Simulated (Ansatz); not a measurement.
`[SiH3][SiH2][SeH]` + `C=C(Cl)OCC` → `C=C(Cl)O[SiH3]` + `CC[SiH2][SeH]`  (formal exchange of groups at the Si–Si bond)

Calculated with Ansatz (gas phase, PBE0-D4/def2-TZVP geometries, no zero-point term in ΔE). CBS: MP2 limit from def2 TZ/QZ plus the TZ coupled-cluster correction, frozen cores. For Se outer-core shells are correlated without core-valence functions, which leaves a few kJ/mol of doubt a bond. Scalar relativity is left out up to krypton. One conformer a species, not always the lowest.

`[SiH3][SiH2][SeH]`:

```xyz
9

Si    0.668   -0.820    0.904
Si   -0.182    1.034   -0.235
Se   -0.870    0.412   -2.326
H     1.065   -0.468    2.295
H     1.849   -1.353    0.175
H    -0.383   -1.872    0.958
H    -1.286    1.677    0.529
H     0.872    2.051   -0.488
H    -1.733   -0.661   -1.812
```

`C=C(Cl)OCC`:

Cartesian coordinates in Å:
```
C -0.371 -0.115 2.526
C 0.067 -0.612 1.380
Cl 1.322 -1.828 1.355
O -0.452 -0.296 0.192
C 0.452 0.141 -0.826
C -0.363 0.481 -2.044
H 0.009 -0.473 3.471
H -1.142 0.643 2.508
H 1.170 -0.656 -1.038
H 1.005 1.012 -0.456
H -0.915 -0.392 -2.394
H -1.076 1.278 -1.827
H 0.296 0.817 -2.848
```

`C=C(Cl)O[SiH3]`:

```xyz
10

C     0.297   -1.331    1.651
C    -0.168   -0.626    0.632
Cl   -1.811   -0.817    0.080
O     0.548    0.268   -0.047
Si    0.100    1.223   -1.341
H    -0.331   -2.043    2.162
H     1.321   -1.188    1.967
H     1.333    1.987   -1.630
H    -1.006    2.136   -0.968
H    -0.284    0.391   -2.505
```

`CC[SiH2][SeH]`:

Cartesian coordinates in Å:
```
C 0.099 -1.315 0.891
C 0.297 -0.679 -0.480
Si 0.404 1.190 -0.450
Se -1.464 2.168 0.433
H 0.926 -1.075 1.564
H 0.036 -2.404 0.821
H -0.820 -0.957 1.362
H 1.219 -1.043 -0.949
H -0.517 -0.959 -1.158
H 1.491 1.647 0.456
H 0.649 1.714 -1.820
H -2.321 1.714 -0.672
```

```csv
level,ΔE (kJ/mol)
CCSD/def2-TZVPP,-148.7
CCSD/CBS(def2),-151.7
```

**Question.** What does CCSD(T)/CBS give? (Best estimate.)

**Answer.** Ansatz gave: -149.8 kJ/mol. The listed levels differ from it by 1.1, -1.9 kJ/mol.

Largest T1 diagnostic among the species: 0.012.

From PBE to PBE0 (25 % exact exchange), in def2-TZVPP and without D4, ΔE moves by −8.3 kJ/mol. The D4 term adds −4.0 kJ/mol with B3LYP and −2.0 kJ/mol with PBE0; it sums over pairs of atoms, weighted by their polarisabilities, and B3LYP, whose exchange is more repulsive, gets the larger term.

B3LYP here is the variant with VWN-RPA as its local correlation; programs differ in this.
